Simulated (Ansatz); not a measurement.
Relaxation of AlCl2GeH5O3 (12 atoms, charge 0, multiplicity 1), to a largest force component of 0.03 eV/Å in at most 50 steps.

Method: Ansatz 0.2.0, RHF/def2-SVP.

```xyz
12
Properties=species:S:1:pos:R:3:forces:R:3
Ge -0.141 0.117 0.051 -0.02 0.04 0.58
O -0.134 0.099 1.803 -0.01 0.04 -0.60
H -0.722 0.745 2.174 0.00 0.00 0.02
Cl 1.758 0.429 -0.818 -0.01 0.00 -0.01
O -1.203 1.436 -0.334 -0.07 -0.04 -0.04
H -1.723 1.397 -1.125 0.08 0.03 0.03
Cl -1.087 -1.637 -0.807 0.00 0.00 0.01
O 1.305 -2.190 1.241 -0.21 0.64 1.09
Al 0.514 -3.625 0.757 0.00 -0.01 0.00
H 1.105 -4.390 -0.481 0.00 0.00 0.00
H -0.635 -4.214 1.664 0.01 -0.01 -0.01
H 1.139 -1.691 2.052 0.24 -0.69 -1.08
```

Where does it end, and by what steps?

The forces met the threshold. The force dipped under the threshold on the way, but the program's further checks kept it going. After 14 steps the energy has fallen by 0.047 eV; H6 moved furthest, 0.42 Å.

| step | energy less start (eV) | largest force component (eV/Å) | accepted |
| --- | --- | --- | --- |
| 0 | 0.0000 | 1.094 | yes |
| 1 | -0.0260 | 0.328 | yes |
| 2 | -0.0292 | 0.332 | yes |
| 3 | -0.0348 | 0.349 | yes |
| 4 | -0.0322 | 0.389 | no |
| 5 | -0.0398 | 0.138 | yes |
| 6 | -0.0438 | 0.029 | yes |
| 7 | -0.0434 | 0.481 | no |
| 8 | -0.0451 | 0.064 | yes |
| 9 | -0.0449 | 0.379 | no |
| 10 | -0.0461 | 0.039 | yes |
| 11 | -0.0466 | 0.089 | yes |
| 12 | -0.0450 | 0.262 | no |
| 13 | -0.0468 | 0.086 | yes |
| 14 | -0.0470 | 0.019 | yes |

```xyz
12
Properties=species:S:1:pos:R:3
Ge -0.257 0.116 0.049
O -0.192 0.117 1.777
H -0.716 0.795 2.184
Cl 1.610 0.401 -0.907
O -1.326 1.426 -0.338
H -1.435 1.686 -1.241
Cl -1.173 -1.695 -0.701
O 1.336 -2.251 1.317
Al 0.562 -3.670 0.776
H 1.147 -4.351 -0.513
H -0.548 -4.344 1.673
H 1.168 -1.755 2.101
```

Whether the end is a true minimum wasn't checked by a vibrational analysis.

Time of the run: 33 s on 4 threads of Arm Neoverse V2, on a shared host, peak memory 0.52 GiB.
